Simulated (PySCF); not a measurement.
## How methods differ on the ionisation energy of Se²⁺

Se²⁺ [Ar] 3d10 4s2 4p2 [4p1/2^2, M_J = 0] → Se³⁺ [Ar] 3d10 4s2 4p1 [4p1/2^1, M_J = 1/2], as a difference of total energies. Calculation: PySCF 2.14, in x2c-TZVPPall-2c (6s7p4d1f, 54 functions); the two-component X2C-1e Hamiltonian. Correlated levels: [Ne] frozen. "Screened" scales the spin-orbit matrix elements by Boettger's factors to mimic the two-electron term; Breit and QED terms are absent.

```tsv
method	ionisation energy (eV)
GHF (spin-free)	30.872
GMP2 (spin-free)	31.525
GHF (screened spin-orbit)	30.731
GMP2 (screened spin-orbit)	31.375
```

Problem. How much does correlation contribute at GMP2 (screened spin-orbit)?

Solution. 31.375 − (30.731) = 0.644 eV, measured against GHF (screened spin-orbit).

The spin-free rows relax to the high-spin LS determinant and lack the spin-orbit shift.

Errors of the correlated levels include the incompleteness of this basis and the frozen core.

The labels give the starting determinants; with spin-orbit coupling the two ends relaxed to ⟨J²⟩ = 1.53, ⟨L²⟩ = 2.00, ⟨S²⟩ = 1.97 and ⟨J²⟩ = 0.80, ⟨L²⟩ = 2.03, ⟨S²⟩ = 0.76.

The determinant of Se²⁺ mixes levels of different J (the jj label is only the starting occupation), so the difference between spin-free and spin-orbit rows is not the physical spin-orbit shift.

For comparison: 31.697 ± 0.019 eV (measured; NIST Atomic Spectra Database, ionization energies).
